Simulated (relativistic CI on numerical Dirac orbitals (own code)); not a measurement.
**Ti3+: 3s photoemission**

Computed with this model: Dirac-Coulomb-Breit CI, KLI orbitals optimised for each configuration, a model potential for QED, valence Slater integrals scaled by 0.7, multiplet model of photoemission in the sudden approximation; configurations [Ar] 3d → [Ne] 3s 3p6 3d; 80 K; Lorentzian 2.1 eV and Gaussian 0.6 eV FWHM. Energies are those of the free ion, without screening or charge transfer. The energies are binding energies and can lie tens of eV above those of solids. Without intra-shell correlation the exchange splitting of an s hole comes out too large, often by half or more. S is read from ⟨S²⟩ = S(S + 1).

Computed curve for free ion, scaled to 100 at the maximum (points under 2 are left out and the grid is thinned):

```tsv
Energy (eV)	Intensity
101.2	2.0
101.6	2.2
102.0	2.5
102.6	2.9
103.0	3.3
103.4	3.7
103.8	4.3
104.4	5.3
104.8	6.3
105.2	7.5
105.6	9.1
106.2	12.5
106.6	16.1
107.0	21.2
107.4	29.0
107.8	41.0
108.4	69.6
108.8	91.1
109.2	100.0
109.6	89.3
110.2	60.2
110.6	47.1
111.0	41.2
111.4	40.8
112.0	43.1
112.4	39.5
112.8	31.4
113.2	23.2
113.6	17.0
114.2	11.2
114.6	8.8
115.0	7.2
115.4	5.9
116.0	4.6
116.4	4.0
116.8	3.5
117.2	3.1
117.8	2.6
118.2	2.3
118.6	2.1
```

The ground state has S = 0.50, and the centroid lies at 109.89 eV.
